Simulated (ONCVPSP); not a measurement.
**Plane-wave convergence, ONCV potential for tungsten (W)**

tungsten (W), optimised norm-conserving Vanderbilt (ONCV), made with ONCVPSP 4.0.1 (PBEsol, fully relativistic). Core [Kr] 4d10 4f14, reference 5s2 5p6 5d4 6s2. Waves: 5s+6s: rc 1.45 bohr, ncon 4, nbas 7, qcut 7 1/bohr, 2 projectors; 5p: rc 1.80 bohr, ncon 4, nbas 8, qcut 7.2 1/bohr, 2 projectors, debl 0.8 Ha; 5d: rc 2.85 bohr, ncon 3, nbas 8, qcut 6.1 1/bohr, 2 projectors, debl 1.6 Ha. Local part: polynomial inside 1.05 bohr (lpopt 3, dvloc0 0 Ha). Core correction: Teter function fitted to the true core (icmod 2), fcfact 0.4.

Open shells are filled in proportion to 2j + 1.

In the p channel the program set the typed energies aside and used -1.487, 0.250 Ha (j = l + 1/2; the other j can differ).

Q: For each optimised wave give the share of its norm inside rc, the residual kinetic energy above qcut (Ha) and the cutoffs (Ha) for errors of 10, 1, 0.1 and 0.01 mHa per electron.

A:

| wave | norm inside rc | residual KE | 10 mHa | 1 mHa | 0.1 mHa | 0.01 mHa |
| --- | --- | --- | --- | --- | --- | --- |
| 5s | 0.866 | 3.5e-04 | 18.0 | 22.3 | 48.4 | 63.9 |
| 6s | 0.043 | 1.3e-04 | 14.6 | 20.3 | 25.8 | 57.1 |
| 5p j=3/2 | 0.878 | 3.1e-06 | 8.0 | 15.4 | 20.8 | 24.1 |
| p projector 2 j=3/2 | 0.088 | 5.5e-06 | 7.2 | 13.6 | 21.1 | 25.3 |
| 5p j=1/2 | 0.924 | 1.3e-06 | 10.0 | 12.5 | 14.7 | 22.1 |
| p projector 2 j=1/2 | 0.093 | 5.2e-06 | 8.5 | 11.3 | 18.9 | 24.7 |
| 5d j=5/2 | 0.813 | 7.9e-09 | 8.6 | 11.0 | 13.1 | 14.9 |
| d projector 2 j=5/2 | 0.288 | 1.5e-07 | 9.6 | 12.1 | 14.2 | 15.9 |
| 5d j=3/2 | 0.841 | 1.1e-08 | 8.8 | 11.3 | 13.3 | 15.1 |
| d projector 2 j=3/2 | 0.296 | 1.9e-07 | 9.8 | 12.3 | 14.4 | 16.0 |

The occupied waves need 22 Ha and 48 Ha for 1 and 0.1 mHa.
